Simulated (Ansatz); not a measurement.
Two isomers of CH7GeNSi: A = `C=N[SiH2][GeH3]`, B = `C1[NH][GeH2][SiH2]1`.

Computed with Ansatz on PBE0-D4/def2-TZVP structures; ΔE is electronic, products minus reactants. CCSD(T)/CBS adds triple-zeta CCSD(T) − MP2 to the extrapolated MP2 energy (def2 sets, frozen cores). DFT in def2-TZVPP. B3LYP here is the variant with VWN-RPA as its local correlation; programs differ in this. For Ge outer-core shells are correlated without core-valence functions, which leaves a few kJ/mol of doubt a bond. Scalar relativity is left out up to krypton. One conformer a species, not always the lowest.

(1) Which isomer does CCSD(T)/CBS put lower? Give the gap. (Best estimate.)

(2) Give E(B) − E(A) in kJ/mol with HF/def2-TZVPP, PBE-D4, B3LYP-D4, r2SCAN-D4, CCSD(T)/def2-TZVPP, CCSD/def2-TZVPP, ωB97M-V. (Estimate.)

Largest T1 diagnostic: 0.013.

Answers

(1) The calculation gave: A, by 12.5 kJ/mol.

(2) The calculation gave: HF/def2-TZVPP 46.5, PBE-D4 7.2, B3LYP-D4 26.8, r2SCAN-D4 13.8, CCSD(T)/def2-TZVPP 17.1, CCSD/def2-TZVPP 18.6, ωB97M-V 11.1. None reverses the order clearly.

From PBE to PBE0 (25 % exact exchange), in def2-TZVPP and without D4, E(B) − E(A) moves by −7.3 kJ/mol. In def2-TZVPP, CCSD(T) changes the Hartree–Fock value by −29.4 kJ/mol (the triples alone add −1.5 kJ/mol) and MP2 by −40.3 kJ/mol.
